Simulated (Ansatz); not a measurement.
`[Br][Sn]([Br])([Br])[Br]`, charge 0, multiplicity 1.

**Question.** Give a relaxed structure at PBE0-D4/def2-TZVP (Ansatz 0.2.0). (An estimate is asked.)

**Answer.** Computed: 
Z-matrix (Å, degrees):
```
Sn
Br 1 2.445
Br 1 2.445 2 109.5
Br 1 2.445 2 109.5 3 120.0
Br 1 2.445 2 109.5 3 -120.0
```
Point group Td.
